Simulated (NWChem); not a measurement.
Molecule: CH6BOP; SMILES B(OC)P

```xyz
10

B     -0.9915     0.0150     0.0041
H     -2.1964    -0.1614    -0.0322
O     -0.5846     1.3078    -0.0244
C      0.7821     1.6981    -0.0223
H      1.3835     1.0904    -0.7335
H      0.8391     2.7621    -0.3237
H      1.2210     1.5928     0.9928
P      0.2081    -1.5028    -0.0857
H     -0.5713    -2.3614     0.7580
H      1.1439    -1.1073     0.9324
```
Atoms are numbered in this order, from 1.

Program: NWChem. All runs use the structure optimised with PBE-D3(BJ)/def2-SVP.

For level B3LYP/def2-SVP:

| Property | Result |
|---|---|
| highest occupied level (eV) | -6.92 |
| orbital gap (eV) | 6.34 |

Problem. Estimate the same quantities for level BLYP/def2-SVP.

Solution. 
| Property | Value |
|---|---|
| highest occupied level (eV) | -5.79 |
| orbital gap (eV) | 4.64 |
